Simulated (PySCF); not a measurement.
C₁₁H₁₀.
Numbering: `[CH:1]1=[CH:2][C@H:3]2[CH2:4][C@@H:5]1[c:6]1[cH:7][cH:8][cH:9][cH:10][c:11]12` (hydrogens: H12 on C1; H13 on C2; H14 on C3; H15, H16 on C4; H17 on C5; H18 on C7; H19 on C8; H20 on C9; H21 on C10)

Computed by this run: PBE0-D3(BJ)/def2-SVP geometry optimisation, gas phase in PySCF 2.14.0; density fitting, grid level 1; the optimiser is geomeTRIC in internal coordinates, started from a GFN2-xTB structure with every atom displaced at random (about 0.01 Å).

Step 0: E = -11547.4714 eV
```
atom  x, y, z in Å  |  force x, y, z in eV/Å
C1     -1.4298   -1.0931   -0.2849   -0.279   1.613  -0.472
C2     -1.3749   -0.2285   -1.3104   -0.390  -0.250   0.093
C3     -0.8358    1.0846   -0.7855    0.810  -0.317   0.383
C4     -1.4233    1.0803    0.6209   -2.360  -0.596  -0.349
C5     -0.9551   -0.3482    0.9381    0.402   0.143   0.254
C6      0.5218   -0.1242    0.6899    0.588  -0.602   0.818
C7      1.6653   -0.6411    1.2806   -0.399   0.409  -0.394
C8      2.9076   -0.2317    0.7717   -0.709  -0.730   0.962
C9      2.9741    0.6485   -0.2652   -0.237   0.487  -0.813
C10     1.8237    1.1527   -0.8744   -0.280   0.309  -0.264
C11     0.6020    0.7595   -0.3745    0.214   0.635  -0.789
H12    -1.7439   -2.0978   -0.2865   -0.324  -1.473  -0.096
H13    -1.6165   -0.3895   -2.3542   -0.006  -0.213  -0.252
H14    -0.9758    1.9673   -1.3937   -0.049   0.409  -0.365
H15    -1.0555    1.8298    1.2890    0.658   0.748   0.614
H16    -2.5445    1.1625    0.6039    0.609  -0.121  -0.010
H17    -1.2191   -0.7636    1.9058   -0.097  -0.190   0.345
H18     1.5874   -1.3212    2.1171    0.072  -0.314   0.323
H19     3.7947   -0.6299    1.2264    0.693  -0.174   0.220
H20     3.9209    0.9480   -0.6509    0.998   0.286  -0.324
H21     1.8819    1.8440   -1.7236    0.087  -0.058   0.118
```

Step 1: E = -11547.6716 eV
```
atom  x, y, z in Å  |  force x, y, z in eV/Å
C1     -1.4994   -1.0718   -0.2848   -0.063  -0.369   0.010
C2     -1.4151   -0.2245   -1.3152    0.006   0.052  -0.065
C3     -0.8201    1.0807   -0.7811   -0.081   0.138  -0.142
C4     -1.4733    1.0714    0.6213    0.314   0.225   0.213
C5     -0.9550   -0.3488    0.9471   -0.083  -0.066   0.109
C6      0.5335   -0.1292    0.6981   -0.034   0.105  -0.120
C7      1.6751   -0.6353    1.2888   -0.008  -0.107   0.131
C8      2.9223   -0.2345    0.7862    0.099   0.061  -0.083
C9      3.0050    0.6563   -0.2823    0.110  -0.047   0.048
C10     1.8435    1.1706   -0.8782    0.018   0.025  -0.067
C11     0.6181    0.7686   -0.3833   -0.092  -0.079   0.125
H12    -1.8235   -2.1204   -0.2998    0.103   0.221  -0.019
H13    -1.6494   -0.4166   -2.3626    0.014  -0.022  -0.012
H14    -0.9611    1.9731   -1.4078    0.007  -0.064   0.037
H15    -1.0701    1.8483    1.2993   -0.054  -0.122  -0.127
H16    -2.5675    1.1266    0.5812   -0.114   0.011   0.003
H17    -1.2167   -0.7798    1.9223   -0.007  -0.001  -0.020
H18     1.6157   -1.3305    2.1326    0.003   0.029  -0.043
H19     3.8404   -0.6248    1.2358   -0.051   0.019  -0.008
H20     3.9863    0.9583   -0.6642   -0.079  -0.026   0.051
H21     1.9163    1.8707   -1.7137   -0.011   0.017  -0.022
```

Task: Estimate the geometry and energy of step 2. (The exact step hangs on the optimiser's Hessian estimate; all steps are aligned on step 1, rigid shifts and turns removed.)

Result: E = -11547.6771 eV, largest force 0.070 eV/Å
```
atom  x, y, z in Å  |  force x, y, z in eV/Å
C1     -1.4928   -1.0781   -0.2884   -0.035   0.040   0.023
C2     -1.4150   -0.2246   -1.3161   -0.017   0.023   0.007
C3     -0.8247    1.0841   -0.7828   -0.033  -0.018  -0.002
C4     -1.4623    1.0778    0.6283   -0.049  -0.014   0.001
C5     -0.9571   -0.3513    0.9483   -0.013   0.015  -0.009
C6      0.5298   -0.1286    0.6956    0.023  -0.031   0.009
C7      1.6686   -0.6388    1.2915   -0.005   0.052  -0.046
C8      2.9147   -0.2326    0.7873    0.041  -0.003  -0.002
C9      2.9981    0.6548   -0.2819    0.027  -0.002  -0.005
C10     1.8385    1.1678   -0.8859   -0.009  -0.017   0.033
C11     0.6129    0.7679   -0.3860    0.037  -0.024   0.019
H12    -1.8007   -2.1250   -0.3102    0.029   0.019  -0.007
H13    -1.6434   -0.4198   -2.3647    0.017  -0.010  -0.005
H14    -0.9657    1.9747   -1.4086   -0.001  -0.008   0.007
H15    -1.0485    1.8481    1.2991    0.004  -0.034  -0.029
H16    -2.5601    1.1426    0.5975   -0.008   0.012   0.011
H17    -1.2170   -0.7844    1.9225   -0.008   0.003  -0.007
H18     1.6083   -1.3330    2.1340   -0.003   0.005  -0.011
H19     3.8315   -0.6173    1.2407    0.005   0.001   0.002
H20     3.9792    0.9574   -0.6566    0.002  -0.003   0.006
H21     1.9109    1.8666   -1.7237   -0.003  -0.006   0.006
```

The energy changes by -0.0055 eV. The first-order estimate −F·Δx gives -0.0117 eV and the mean of the old and new forces, exact on a quadratic surface, -0.0052 eV. The step makes an angle of 75° with the force vector and moves no atom by more than 0.025 Å.

The cost below is that of the whole optimisation. The run took 3.6 min of wall time on an Intel Xeon Platinum 8259CL at 2.50 GHz with one thread, shared host with 96 logical CPUs at a one-minute load of 82, and the process peaked at 0.87 GiB of memory.
